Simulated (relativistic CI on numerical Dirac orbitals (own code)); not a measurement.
Radial Dirac CI calculation of Bi⁺.

Command:

```sh
python run_levels.py task.json out
```

Input:

```
atom Bi  Z=83  charge=1  electrons=82
nucleus A=209  rms_radius_fm=5.5211
hamiltonian dirac-coulomb  breit=on  qed=on  c_scale=1
orbitals kli  potential=per-configuration
slater_scale 1
correlation none
mixing on
grid step=0.0125 r_max=129.7
scf mixing=0.4 start=green max_iterations=150 tolerance=2e-08 node_fill=0.05
configurations
  [Xe] 4f14 5d10 6s2 6p2
end
```

Output:

```
SCF 1: [Xe] 4f14 5d10 6s2 6p2
 iter      energy (Ha)   residual   last orbital (Ha)
    1    -21535.422400   2.81e+00     -0.91151
    2    -21563.249867   7.75e-01     -0.56142
    3    -21565.089619   2.94e-01     -0.50875
    4    -21565.339346   1.23e-01     -0.53518
    5    -21565.351032   1.95e-02     -0.52529
    6    -21565.349271   7.24e-03     -0.52222
    7    -21565.350661   1.59e-03     -0.52357
    8    -21565.350405   2.56e-04     -0.52334
    9    -21565.350443   6.49e-06     -0.52338
   10    -21565.350442   2.60e-06     -0.52339
   11    -21565.350443   7.96e-07     -0.52339
   12    -21565.350443   9.67e-09     -0.52339
orbital energies (Ha): 5s -6.1663  5p1/2 -4.5774  5p3/2 -3.6853  5d3/2 -1.4708  5d5/2 -1.3624  6s -0.9266  6p1/2 -0.6044  6p3/2 -0.5234
configuration averages (Ha): Dirac-Coulomb, Breit, QED
  6p2                         -21565.350443   25.839791   17.834228
levels: no., configuration, term, J, E (cm-1), weight
   1 6p2                    3P   0                0.0  0.86
   2 6p2                    3P   1            12580.7  1.00
   3 6p2                    3P   2            17505.1  0.57
   4 6p2                    1D   2            35241.1  0.57
   5 6p2                    1S   0            48315.5  0.86
lowest total energy -21521.782674 Ha
end: converged
```

With so few configurations and no correlation, terms lie too far apart (by 10 to 50 % or more near neutrality), their order can be wrong, and levels of other configurations are missing.
